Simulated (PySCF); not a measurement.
Sn(Cl)(SiH3), SMILES [SiH3][Sn][Cl] (H₃ClSiSn), CAM-B3LYP/def2-SVP optimised geometry.

```
6

Sn    -0.18    -1.59    -2.09
Cl    -2.38    -1.11    -1.27
Si     0.89    -0.31     0.00
H      0.43    -0.95     1.27
H      0.43     1.11     0.00
H      2.38    -0.31     0.00
```

Density from CAM-B3LYP/def2-TZVP, def2 effective core potentials past Kr (PySCF 2.14.0) at that geometry. The core electrons that the potentials of Sn replace are not part of the density.

Minimum of the electron density along straight lines between bonded atoms, close to the bond critical point (lines longer than 1.1 times the sum of covalent radii, or with two minima, are not listed):

| bond | length / Å | ρ at the minimum / e bohr⁻³ | ∇²ρ there / e bohr⁻⁵ | position (fraction from the first atom) |
|---|---|---|---|---|
| Sn1–Cl2 | 2.399 | ___ | 0.17 | 0.47 |
| Sn1–Si3 | 2.671 | ___ | ___ | 0.50 |
| Si3–H4 | 1.492 | 0.118 | 0.15 | 0.49 |
| Si3–H5 | 1.492 | 0.118 | 0.15 | 0.49 |
| Si3–H6 | 1.494 | 0.118 | 0.15 | 0.49 |

Problem. What belongs in the gaps?

Solution. 
- Sn1–Cl2, ρ at the minimum / e bohr⁻³: 0.077
- Sn1–Si3, ρ at the minimum / e bohr⁻³: 0.068
- Sn1–Si3, ∇²ρ there / e bohr⁻⁵: -0.04
